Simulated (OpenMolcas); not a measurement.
**How methods differ on AlBNH4F (SMILES [NH2][AlH][BH]F)**

The species is AlBNH4F (8 atoms), meant as a singlet with charge 0. As SMILES, `[NH2][AlH][BH]F`. The coordinates come from a PBE0-D4/def2-TZVP relaxation. This is one conformer, not always the lowest.

```xyz
8

N    -1.0349    1.2380    0.1781
Al    0.3584    0.2472    0.6370
B     0.8240   -1.4386   -0.6459
F     0.0221   -1.6930   -1.6755
H    -1.3655    2.0501    0.6744
H    -1.6145    1.0635   -0.6277
H     1.1494    0.6795    1.9462
H     1.7532   -2.2038   -0.5424
```

Quantity: the energy change with the B3–H8 bond stretched from 1.208 to 2.175 Å, in eV. The values are calculated.

```tsv
level	kind	program	value (eV)	less CCSD(T)/def2-SVPD
HF/def2-SVPD (restricted)	Hartree–Fock	OpenMolcas	3.24	+0.52
SVWN5/def2-SVPD (restricted)	LDA	OpenMolcas	2.62	-0.10
PBE/def2-SVPD (restricted)	GGA	OpenMolcas	2.60	-0.12
revPBE/def2-SVPD (restricted)	GGA	OpenMolcas	2.56	-0.16
TPSS/def2-SVPD (restricted)	meta-GGA	OpenMolcas	2.74	+0.02
B3LYP/def2-SVPD (restricted)	global hybrid	OpenMolcas	2.79	+0.07
B2PLYP/def2-SVPD (restricted)	double hybrid	OpenMolcas	2.88	+0.16
MP2/def2-SVPD (restricted)	perturbation theory	OpenMolcas	3.00	+0.28
CCSD(T)/def2-SVPD (Cholesky decomposition) (restricted)	coupled cluster or CI	OpenMolcas	2.72	0.00
```

Differences are taken from CCSD(T)/def2-SVPD (Cholesky decomposition) (restricted) for orientation; it has basis-set and higher-order errors of its own. At this stretch a single reference begins to fail. The first shape isn't each level's own minimum. The values span 2.56 to 3.24 eV.
